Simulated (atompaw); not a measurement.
An all-electron radial function and its pseudo partner (manganese (Mn))

Columns: radius, all-electron u(r) and pseudo u(r) of the 3p shell (level -62.80 eV) of manganese in the configuration [Ne] 3s2 3p6 3d5 4s1 4p0; LDA (PW92), scalar-relativistic, PAW (atompaw) scheme, atompaw 4.2.0.5.

```tsv
r (bohr)	all-electron	pseudo
0.088	-0.4576	0.0482
0.177	-0.5632	0.1856
0.265	-0.2408	0.3840
0.354	0.2096	0.6118
0.442	0.6035	0.8264
0.531	0.8876	1.0006
0.619	1.0528	1.1109
0.708	1.1234	1.1553
0.796	1.1241	1.1411
0.885	1.0785	1.0851
0.973	1.0058	1.0069
1.062	0.9180	0.9180
1.150	0.8259	0.8259
1.238	0.7345	0.7345
1.327	0.6464	0.6464
1.415	0.5656	0.5656
1.504	0.4912	0.4912
1.592	0.4253	0.4253
1.681	0.3661	0.3661
1.769	0.3147	0.3147
1.858	0.2692	0.2692
1.946	0.2302	0.2302
2.035	0.1961	0.1961
2.123	0.1670	0.1670
2.212	0.1418	0.1418
2.300	0.1204	0.1204
```

Task: How many radial nodes do the two functions have?

Result: The all-electron 3p function has n − l − 1 = 1; the pseudo-wave has 0, since the states of the same l below it are removed with the core.

Task: At about which radius was the pseudo-wave matched?

Result: 1.05 bohr, where the columns begin to agree (steps of 0.09 bohr).

Task: Where does each function peak?

Result: Outermost all-electron maximum near 0.80 bohr, pseudo maximum near 0.71 bohr (to the table’s step).

Task: Is the pseudo-wave norm-conserving?

Result: No, it belongs to a PAW set: the norm inside the radius is not constrained, and the difference is carried by the augmentation charge.
